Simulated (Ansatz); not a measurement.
# Swapping H for Br on Si: the mean Si–H bond length

On one Si centre, n of the H ligands are replaced by Br. The mean Si–H bond length y in Å at PBE0-D4/def2-TZVP. The shapes are optimised at that level. Programs: Ansatz 0.2.0.

| molecule | n | y (Å) |
| --- | --- | --- |
| SiH4 | 0 | 1.485 |
| SiH3Br | 1 | ? |
| SiH2Br2 | 2 | 1.476 |
| SiHBr3 | 3 | 1.472 |

Question: Fit y = c + s·n to the known rows and predict SiH3Br.

Answer: 
1. Means of the 3 rows: n = 1.66667, y = 1.4777.
2. Σ(Δn)² = 4.6667, Σ(Δn·Δy) = -0.020333, so the slope is -0.020333/4.6667 = -0.004357.
3. Intercept: 1.4777 − (-0.004357) × 1.66667 = 1.4850. The largest residual of the fit is 0.0003.
4. SiH3Br: 1.4850 + (-0.004357) × 1 = 1.481 Å.

The run gave 1.481 Å, so the prediction is off by 0.000 Å: they agree to the digits shown. The steps per swap are -0.004, -0.005, -0.004 Å. Relativity is left out for Br.
